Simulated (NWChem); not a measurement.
System: C3H4F2O; SMILES COC=C(F)F

Here is an NWChem input.

```
start job
memory heap 200 mb stack 900 mb global 1100 mb
geometry units angstroms noautoz
  C      0.148169    -2.552409     0.068227
  O     -0.380481    -1.316009    -0.381675
  C      0.484863    -0.269548    -0.274632
  C      0.063379     0.956204     0.090079
  F     -1.179715     1.264453     0.429922
  F      0.857338     2.022973     0.098700
  H     -0.612038    -3.327601    -0.143950
  H      0.360772    -2.539971     1.161591
  H      1.089396    -2.816209    -0.469645
  H      1.547707    -0.415415    -0.538242
end
basis spherical
  C library def2-svp
  O library def2-svp
  F library def2-svp
  H library def2-svp
end
dft
  xc r2scan0
  iterations 150
  mulliken
end
task dft energy
```

Parts of the log:

```
             Northwest Computational Chemistry Package (NWChem) 7.3.0
             --------------------------------------------------------

 C1  symmetry detected

                             Geometry "geometry" -> ""
                             -------------------------

 Output coordinates in angstroms (scale by  1.889725989 to convert to a.u.)

  No.       Tag          Charge          X              Y              Z
 ---- ---------------- ---------- -------------- -------------- --------------
    1 C                    6.0000     0.13499769    -2.51045115     0.28989628
    2 O                    8.0000    -0.30649328    -1.32735318    -0.35503201
    3 C                    6.0000     0.51960412    -0.25831270    -0.18161170
    4 C                    6.0000     0.03266266     0.98506454    -0.00831452
    5 F                    9.0000    -1.25316162     1.29568957     0.06889561
    6 F                    9.0000     0.80674381     2.06459044     0.05384264
    7 H                    1.0000    -0.56947481    -3.31598882     0.00938969
    8 H                    1.0000     0.14145731    -2.40152596     1.39845082
    9 H                    1.0000     1.16064708    -2.79960313    -0.04061764
   10 H                    1.0000     1.61349025    -0.40438089    -0.23143130

 Effective nuclear repulsion energy (a.u.)     237.8045448267

                                 NWChem DFT Module
                                 -----------------

 Summary of "ao basis" -> "ao basis" (spherical)
 ------------------------------------------------------------------------------
       Tag                 Description            Shells   Functions and Types
 ---------------- ------------------------------  ------  ---------------------
 C                          def2-svp                 6       14   3s2p1d
 O                          def2-svp                 6       14   3s2p1d
 F                          def2-svp                 6       14   3s2p1d
 H                          def2-svp                 3        5   2s1p

            General Information
            -------------------
          SCF calculation type: DFT
          Wavefunction type:  closed shell.
          No. of atoms     :    10
          No. of electrons :    48
           Alpha electrons :    24
            Beta electrons :    24
          Charge           :     0
          Spin multiplicity:     1
          Use of symmetry is: off; symmetry adaption is: off
          Maximum number of iterations: 150
          AO basis - number of functions:   104
                     number of shells:    48
          Convergence on energy requested:  1.00D-06
          Convergence on density requested:  1.00D-05
          Convergence on gradient requested:  5.00D-04

              XC Information
              --------------
                     r^2SCAN0 Method XC Functional
                     Hartree-Fock (Exact) Exchange  0.250
               r^2SCAN metaGGA Exchange Functional  0.750
                     r^2SCAN Correlation Potential  1.000

             Grid Information
             ----------------
          Grid used for XC integration:  medium
          Radial quadrature: Mura-Knowles
          Angular quadrature: Lebedev.
          Tag              B.-S. Rad. Rad. Pts. Rad. Cut. Ang. Pts.
          ---              ---------- --------- --------- ---------
          C                   0.70       49          11.0       434
          O                   0.60       49           8.0       434
          F                   0.50       49          13.0       434
          H                   0.35       45          11.0       434
          Grid pruning is: on
          Number of quadrature shells:   474
          Spatial weights used:  Erf1

      Superposition of Atomic Density Guess
      -------------------------------------

 Sum of atomic energies:        -388.14772422

      Non-variational initial energy
      ------------------------------

 Total energy =    -390.702679
 1-e energy   =   -1007.325269
 2-e energy   =     378.818045
 HOMO         =      -0.212315
 LUMO         =       0.108851

     ---------------------------------------------
      Total Density - Mulliken Population Analysis
     ---------------------------------------------

    Atom       Charge   Shell Charges
 -----------   ------   -------------------------------------------------------
    1 C    6     5.87   1.99  0.93  0.22  1.83  0.86  0.05
    2 O    8     8.56   1.99  1.09  0.68  2.95  1.84  0.01
    3 C    6     6.08   1.99  0.93  0.25  1.92  0.94  0.06
    4 C    6     5.05   1.99  0.86  0.15  1.44  0.52  0.11
    5 F    9     9.36   1.99  1.14  0.76  3.42  2.04  0.01
    6 F    9     9.36   1.99  1.14  0.77  3.42  2.04  0.00
    7 H    1     0.92   0.69  0.21  0.02
    8 H    1     0.94   0.69  0.23  0.02
    9 H    1     0.93   0.69  0.22  0.02
   10 H    1     0.92   0.67  0.22  0.02

   convergence    iter        energy       DeltaE   RMS-Dens  Diis-err
 ---------------- ----- ----------------- --------- --------- ---------
 d= 0,ls=0.0,diis     1   -390.9163250325 -6.29D+02  1.27D-02  9.92D-01
 d= 0,ls=0.0,diis     2   -390.8898980870  2.64D-02  7.24D-03  1.44D+00
 d= 0,ls=0.0,diis     3   -391.0261704650 -1.36D-01  1.63D-03  3.98D-02
 d= 0,ls=0.0,diis     4   -391.0294123448 -3.24D-03  7.25D-04  8.46D-03
 d= 0,ls=0.0,diis     5   -391.0303059451 -8.94D-04  1.78D-04  8.49D-04
  Resetting Diis
 d= 0,ls=0.0,diis     6   -391.0303827071 -7.68D-05  3.48D-05  1.60D-05
 d= 0,ls=0.0,diis     7   -391.0303844763 -1.77D-06  1.86D-05  1.66D-06
 d= 0,ls=0.0,diis     8   -391.0303843613  1.15D-07  9.79D-06  2.95D-06

         Total DFT energy =     -391.030384361305
      One electron energy =    -1009.856195786262
           Coulomb energy =      427.976678197836
    Exchange-Corr. energy =      -46.955411599596
 Nuclear repulsion energy =      237.804544826718

 Numeric. integr. density =       48.000004291297

[...]
```

Level: r2SCAN0/def2-SVP. The geometry was optimised at PBE-D3(BJ)/def2-SVP.
